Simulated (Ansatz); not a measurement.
Species: H₅Si₂O, charge 0, doublet. H5Si2O (SMILES O[SiH2][SiH2], doublet).
B3LYP-D3(BJ)/def2-TZVP minimum from Ansatz (an electronic-structure program):
```xyz
8

Si    -1.5217    -0.0223    -0.4346
Si     0.6710    -0.4331     0.2837
O      1.5248     0.9753     0.4642
H     -2.3664    -1.2436    -0.5160
H     -1.6027     0.7089    -1.7287
H      0.6440    -1.0649     1.6195
H      1.3635    -1.3493    -0.6646
H      1.6727     1.5222    -0.3109
```
Charge 0, spin multiplicity 2.

Atomisation energy term by term, kcal/mol (programs: Ansatz). Radicals and triplets start from unrestricted determinants; spin-orbit coupling is neglected. Correlated methods leave the cores frozen. Rows without X2C or -DK are non-relativistic. CBS(X,Y): correlation extrapolated as X^-3, Hartree-Fock from the larger set. A bracket is a step between two methods taken in the basis named. '+ core + X2C': CCSD(T) terms for core correlation (cc-pwCVTZ, 1s frozen past Ne) and scalar relativity (cc-pVTZ-DK). Where a partner has so few electrons that a lower coupled-cluster level is exact, that level stands in.

```json
[
 {"term": "Hartree-Fock", "basis": "cc-pV(Q+d)Z", "kcal/mol": "428.92"},
 {"term": "CCSD correlation", "basis": "CBS(cc-pV(T+d)Z,cc-pV(Q+d)Z)", "kcal/mol": "144.33"},
 {"term": "(T)", "basis": "CBS(cc-pV(T+d)Z,cc-pV(Q+d)Z)", "kcal/mol": "7.09"},
 {"term": "CCSDT(Q) - CCSD(T)", "basis": "cc-pV(D+d)Z", "kcal/mol": "0.60"},
 {"term": "core correlation", "basis": "cc-pwCVTZ", "kcal/mol": "-0.05"},
 {"term": "scalar relativity", "basis": "X2C, cc-pVTZ-DK", "kcal/mol": "-1.55"},
 {"term": "sum: De", "basis": "", "kcal/mol": "579.3"}
]
```
